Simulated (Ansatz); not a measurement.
`N#CC(O)(F)[SiH3]`, charge 0, multiplicity 1.

Give a relaxed structure at PBE0-D4/def2-TZVP (Ansatz 0.2.0). (Estimate.)

Ansatz gave: 
Cartesian coordinates in Å:
```
N 1.5626 0.1732 -2.1880
C 0.8147 -0.1395 -1.3730
C -0.1483 -0.4631 -0.3079
O -1.4458 -0.2920 -0.7222
F 0.0757 -1.7911 0.0386
Si 0.1331 0.6275 1.2645
H -1.5798 -0.7233 -1.5758
H -0.8877 0.2051 2.2493
H -0.0316 2.0448 0.8698
H 1.5071 0.3583 1.7447
```
This is one stationary point; other conformers may exist.
